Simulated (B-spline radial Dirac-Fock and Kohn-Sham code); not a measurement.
**Photoemission from Ho at Mg Kα (1253.6 eV), detector at θ = 45°, φ = 0°**

System: the free holmium atom in the configuration 1s2 2s2 2p6 3s2 3p6 3d10 4s2 4p6 4d10 4f11 5s2 5p6 6s2. Calculated with a B-spline atomic structure program, using Dirac-Hartree-Slater photoionisation with a Latter tail; cross sections with all multipoles, angular parameters from the dipole term and its interference with E2. Thresholds are tabulated edges, those marked * orbital energies of the model. For linearly polarised light dσ/dΩ = σ/(4π) [1 + β P₂(cos θ) + (δ + γ cos²θ) sin θ cos φ], with θ from the polarisation vector and φ the angle between the beam and the projection of the electron momentum on the plane normal to the polarisation. The dipole factor is 1 + βP₂ and the non-dipole term is the rest of the bracket. Open shells are filled statistically over j.

| subshell | threshold (eV) | σ (kb) | β | γ | δ | dipole factor | non-dipole term | dσ/dΩ (kb/sr) |
| --- | --- | --- | --- | --- | --- | --- | --- | --- |
| 4s | 432.4 | 28.9 | 1.94 | 0.44 | 0.000 | 1.486 | +0.157 | 3.78 |
| 4p1/2 | 343.5 | 32.8 | 1.58 | 0.25 | 0.006 | 1.394 | +0.094 | 3.88 |
| 4p3/2 | 308.2 | 76.4 | 1.56 | 0.17 | 0.004 | 1.389 | +0.062 | 8.82 |
| 4d3/2 | 160.0 | 92.5 | 1.26 | -0.04 | 0.011 | 1.315 | -0.006 | 9.63 |
| 4d5/2 | 160.0 | 135 | 1.29 | -0.04 | 0.011 | 1.323 | -0.005 | 14.2 |
| 4f5/2 | 10.04* | 33.0 | 1.07 | 0.30 | 0.088 | 1.268 | +0.170 | 3.77 |
| 4f7/2 | 8.95* | 41.9 | 1.06 | 0.31 | 0.089 | 1.266 | +0.172 | 4.80 |
| 5s | 54.55* | 5.24 | 1.95 | 0.30 | 0.000 | 1.488 | +0.107 | 0.665 |
| 5p1/2 | 33.24* | 4.80 | 1.67 | 0.14 | -0.001 | 1.418 | +0.050 | 0.561 |
| 5p3/2 | 27.89* | 10.1 | 1.65 | 0.09 | -0.001 | 1.412 | +0.030 | 1.16 |
| 6s | 5.20* | 0.385 | 1.95 | 0.29 | 0.000 | 1.488 | +0.102 | 0.0487 |
